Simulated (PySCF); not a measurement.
# Tl³⁺ (thallium, charge +3) across methods

[Xe] 4f14 5d10, closed-shell 1S. Calculation: PySCF 2.14, in aug-cc-pwCVTZ-DK3 (11s10p8d5f1g, 125 functions); scalar relativity by spin-free X2C-1e.

| method | E (hartree) | mean ε 4f (eV) | mean ε 5p (eV) | mean ε 5d (eV) | Σ⟨r²⟩ (bohr²) | ⟨S²⟩ |
| --- | --- | --- | --- | --- | --- | --- |
| r2SCAN | -20245.76 | -144.78 | -107.71 | -44.629 | 37.29 | 0.000 |
| LDA | -20233.37 | -144.26 | -106.13 | -44.543 | 37.53 | 0.000 |
| UHF | -20239.86004 | -167.81 | -122.77 | -51.585 | 37.14 | 0.000 |
| PBE | -20245.81 | -143.67 | -105.80 | -44.253 | 37.49 | 0.000 |

Problem. Estimate the same row for PBE0.

Solution. E (hartree) = -20245.53; mean ε 4f (eV) = -150.02; mean ε 5p (eV) = -110.38; mean ε 5d (eV) = -46.383; Σ⟨r²⟩ (bohr²) = 37.33; ⟨S²⟩ = 0.000.

Spin-orbit coupling, which splits the p, d and f shells strongly at this Z, is absent.
